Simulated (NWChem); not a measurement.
The numbers come from NWChem runs, not from measurements. System: H₂Sn, charge 0, spin multiplicity 1, at a geometry optimised with PBE/def2-SVP with def2 effective core potentials on Sn. The structure started from a generated list of species. Level: RHF/def2-SVP with def2 effective core potentials on Sn.

NWChem printed:

```
             Northwest Computational Chemistry Package (NWChem) 7.3.0
             --------------------------------------------------------

                                NWChem Input Module
                                -------------------

 Scaling coordinates for geometry "geometry" by  1.889725989
 (inverse scale =  0.529177249)

 Turning off AUTOSYM since
 SYMMETRY directive was detected!

                             Geometry "geometry" -> ""
                             -------------------------

 Output coordinates in angstroms (scale by  1.889725989 to convert to a.u.)

  No.       Tag          Charge          X              Y              Z
 ---- ---------------- ---------- -------------- -------------- --------------
    1 Sn                  50.0000     0.00000000     0.00000000     0.04916400
    2 H                    1.0000     1.27003400     0.00000000    -1.22909500
    3 H                    1.0000    -1.27003400     0.00000000    -1.22909500

 Effective nuclear repulsion energy (a.u.)      29.5756670092

            Nuclear Dipole moment (a.u.)
            ----------------------------
        X                 Y               Z
 ---------------- ---------------- ----------------
     0.0000000000     0.0000000000     0.0000188973

      Symmetry information
      --------------------

 Group name             C2v
 Group number             16
 Group order               4
 No. of unique centers     2

      Symmetry unique atoms

     1    2


 Summary of "ao basis" -> "" (spherical)
 ------------------------------------------------------------------------------
       Tag                 Description            Shells   Functions and Types
 ---------------- ------------------------------  ------  ---------------------
 *                          def2-svp                  on all atoms

 Summary of "ao basis" -> "ao basis" (spherical)
 ------------------------------------------------------------------------------
       Tag                 Description            Shells   Functions and Types
 ---------------- ------------------------------  ------  ---------------------
 Sn                         def2-svp                10       26   4s4p2d
 H                          def2-svp                 3        5   2s1p

                                 NWChem SCF Module
                                 -----------------

  ao basis        = "ao basis"
  functions       =    36
  atoms           =     3
[...]
                       -------------------------------------

 Vector   10  Occ=2.000000D+00  E=-6.104379D-01  Symmetry=a1
              MO Center=  2.7D-16,  9.1D-18, -5.3D-01, r^2= 2.1D+00
   Bfn.  Coefficient  Atom+Function         Bfn.  Coefficient  Atom+Function
  ----- ------------  ---------------      ----- ------------  ---------------
     3      0.632925  1 Sn s                  2     -0.265996  1 Sn s
     1     -0.240003  1 Sn s                  4      0.224063  1 Sn s
    27      0.201063  2 H  s                 32      0.201063  3 H  s

 Vector   11  Occ=2.000000D+00  E=-4.036666D-01  Symmetry=b1
              MO Center= -7.3D-17,  3.5D-17, -8.6D-01, r^2= 2.7D+00
   Bfn.  Coefficient  Atom+Function         Bfn.  Coefficient  Atom+Function
  ----- ------------  ---------------      ----- ------------  ---------------
    11      0.336215  1 Sn px                27      0.295340  2 H  s
    32     -0.295340  3 H  s                 28      0.251626  2 H  s
    33     -0.251626  3 H  s                 14      0.153145  1 Sn px

 Vector   12  Occ=2.000000D+00  E=-3.199300D-01  Symmetry=a1
              MO Center=  7.9D-16, -1.3D-16,  2.0D-01, r^2= 3.1D+00
   Bfn.  Coefficient  Atom+Function         Bfn.  Coefficient  Atom+Function
  ----- ------------  ---------------      ----- ------------  ---------------
     3      0.413191  1 Sn s                 13      0.392727  1 Sn pz
     4      0.356341  1 Sn s                 16      0.289607  1 Sn pz
    28     -0.188785  2 H  s                 33     -0.188785  3 H  s
    27     -0.186380  2 H  s                 32     -0.186380  3 H  s
     2     -0.171445  1 Sn s

 Vector   13  Occ=0.000000D+00  E=-4.395914D-03  Symmetry=b2
              MO Center= -1.5D-14,  5.1D-17,  3.7D-02, r^2= 4.0D+00
   Bfn.  Coefficient  Atom+Function         Bfn.  Coefficient  Atom+Function
  ----- ------------  ---------------      ----- ------------  ---------------
    15      0.754455  1 Sn py                12      0.352012  1 Sn py

 Vector   14  Occ=0.000000D+00  E= 1.138834D-01  Symmetry=b1
              MO Center= -4.7D-16,  7.8D-18,  2.4D-01, r^2= 5.2D+00
   Bfn.  Coefficient  Atom+Function         Bfn.  Coefficient  Atom+Function
  ----- ------------  ---------------      ----- ------------  ---------------
    14      1.264770  1 Sn px                28     -0.810380  2 H  s
    33      0.810380  3 H  s                 11      0.193741  1 Sn px

 Vector   15  Occ=0.000000D+00  E= 1.720691D-01  Symmetry=a1
              MO Center= -2.6D-16,  2.3D-17, -5.9D-02, r^2= 5.5D+00
   Bfn.  Coefficient  Atom+Function         Bfn.  Coefficient  Atom+Function
  ----- ------------  ---------------      ----- ------------  ---------------
    16      1.473726  1 Sn pz                28      1.199180  2 H  s
    33      1.199180  3 H  s                  4     -1.085785  1 Sn s
     3     -0.467813  1 Sn s                  2      0.182009  1 Sn s

 center of mass
 --------------
 x =   0.00000000 y =   0.00000000 z =   0.05230421

 moments of inertia (a.u.)
 ------------------
          11.563480264093           0.000000000000           0.000000000000
           0.000000000000          23.173781545120           0.000000000000
           0.000000000000           0.000000000000          11.610301281027

  Mulliken analysis of the total density
  --------------------------------------

    Atom       Charge   Shell Charges
 -----------   ------   -------------------------------------------------------
    1 Sn  22    21.60   1.60  0.43  1.16  0.58  3.26  2.74  1.05  0.70  9.77  0.31
    2 H    1     1.20   0.67  0.52  0.01
    3 H    1     1.20   0.67  0.52  0.01

       Multipole analysis of the density wrt the origin
       ------------------------------------------------

     L   x y z        total         open         nuclear
     -   - - -        -----         ----         -------
     0   0 0 0     -0.000000      0.000000     24.000000

     1   1 0 0     -0.000000      0.000000      0.000000
     1   0 1 0      0.000000      0.000000      0.000000
     1   0 0 1      0.278711      0.000000     -2.601363

     2   2 0 0    -21.899952      0.000000     11.520156
     2   1 1 0      0.000000      0.000000      0.000000
     2   1 0 1      0.000000      0.000000      0.000000
     2   0 2 0    -16.910999      0.000000      0.000000
     2   0 1 1      0.000000      0.000000      0.000000
     2   0 0 2    -23.750635      0.000000     10.979327

 Task  times  cpu:        0.2s     wall:        0.2s

 Total times  cpu:        0.2s     wall:        0.2s
```

**Question.** Write an NWChem input that would produce this output.

**Answer.** This is not unique; one that fits is 
```
start mol
memory heap 200 mb stack 900 mb global 1100 mb
geometry units angstroms nocenter noautoz
  Sn     0.000000     0.000000     0.049164
  H      1.270034     0.000000    -1.229095
  H     -1.270034     0.000000    -1.229095
  symmetry group C2v
end
basis spherical
  * library def2-svp
end
ecp
  Sn library def2-ecp
end
scf
  rhf
  nopen 0
  maxiter 100
  thresh 1e-7
  semidirect memsize 60000000 filesize 0
end
task scf energy
```
